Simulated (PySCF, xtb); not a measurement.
HSi, SMILES [SiH] (connectivity only; charge and spin as stated), charge +1, multiplicity 1.

GFN2-xTB (xtb) at its own geometry gives an orbital gap of 2.39 eV.

Geometry: r2SCAN-D4/def2-TZVPD.

Question: What does r2SCAN/def2-TZVPD (PySCF) give? (The exact figures need the calculation; the answer reports its results.)

Answer: gap 3.18 eV (levels -14.50 and -11.32 eV).
